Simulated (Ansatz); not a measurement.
`CC([SiH3])=[Se]` + `OBOCF` → `FCOBO[SiH3]` + `CC=[Se]`  (ligand exchange at the Si–C bond)

Computed with Ansatz on PBE0-D4/def2-TZVP structures; ΔE is electronic, products minus reactants. CCSD(T)/CBS adds triple-zeta CCSD(T) − MP2 to the extrapolated MP2 energy (def2 sets, frozen cores). Functionals use def2-TZVPP. For Se outer-core shells are correlated without core-valence functions, which leaves a few kJ/mol of doubt a bond. Scalar relativity is left out up to krypton. Each species was taken in one conformer, which may not be the lowest.

| level | ΔE (kJ/mol) |
| --- | --- |
| revPBE-D4 | -71.8 |
| BHLYP | -102.2 |

What does CCSD(T)/CBS give? (Estimate.)

Computed: -87.9 kJ/mol. The listed levels differ from it by 16.1, -14.3 kJ/mol.

What do rigid-rotor, harmonic-oscillator terms from PBE0-D4/def2-TZVP frequencies (298.15 K, 1 bar) make of the CCSD(T)/CBS value? (An estimate is asked.)

The calculation gave: ΔZPE = +0.6 kJ/mol, ΔH = -87.6 kJ/mol, ΔS = -3 J/(mol·K), ΔG = -86.8 kJ/mol. Modes under 50 cm⁻¹ make the entropy rough.

Largest T1 diagnostic among the species: 0.016.

At CCSD(T), def2-SVP lies +8.8 kJ/mol from the extrapolated value and def2-TZVPP −0.7 kJ/mol. From BLYP to BHLYP (50 % exact exchange), in def2-TZVPP and without D4, ΔE moves by −12.4 kJ/mol.

CCSD(T)/CBS has its own doubt, a few kJ/mol and more with outer-core shells, so smaller differences from it don't rank the levels.
